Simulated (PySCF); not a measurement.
Level of theory: ωB97X-D3(BJ)/def2-TZVP // PBE0-D3(BJ)/def2-TZVP (PySCF). All species are isolated molecules in the gas phase. 

Reference species (SMILES): `[SiH3][Al][Br]` (neutral, multiplicity 2).

* **dipole moment**: 1.64 D

Changed species: `[Br][Al][Br]` (radical fragment; the reference has radical fragment).

**Question.** Give the shifts of the dipole moment.

**Answer.** the dipole moment falls by 0.24 D, to 1.40 D.
